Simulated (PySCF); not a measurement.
A GIAO shielding run with PySCF 2.14.0 with density-fitted response routines (density fitting, non-relativistic, gas phase) on SMILES C#C[Si@@H]([SiH2]N)[C@H](C)C=O, C5H11NOSi2:

```
$ OMP_NUM_THREADS=1 python probes_run.py task.json out

{"job": {"kind": "nmr", "xc": "PBE0", "basis": "pcSseg-1"}, "charge": 0, "multiplicity": 1}
C      0.801640     0.284181     2.964409
C      0.589026     0.480434     1.795885
Si     0.318276     0.683177    -0.031256
Si     1.700743    -0.623874    -1.353900
N      3.045996     0.435534    -1.631317
C     -1.504358     0.042667    -0.316689
C     -2.542822     0.696290     0.575023
C     -1.389361    -1.405828    -0.147236
O     -0.686181    -2.125242    -0.824457
H      0.977883     0.124969     3.990189
H      0.198270     2.147244    -0.199301
H      1.207717    -0.872418    -2.708689
H      2.087454    -1.891140    -0.716267
H      3.511218     0.860572    -0.845489
H      3.739180     0.147992    -2.303248
H     -1.702553     0.260400    -1.368465
H     -2.318719     0.499821     1.621285
H     -2.545839     1.773509     0.427595
H     -3.542719     0.320315     0.358706
H     -1.950000    -1.827926     0.710185
```

Hardware: 1 thread of an Arm Neoverse N1, shared host. The job also computes population analyses, field gradients.

(1) How large is the calculation?

(2) How long does it take, and how much memory does it need?

## Answers

(1) 84 electrons, 222 basis functions and 1192 auxiliary functions.

(2) 110 s of wall time, with 16 SCF cycles and 5 response iterations; peak memory 1.1 GiB. Times on a shared host scatter by some tens of per cent.
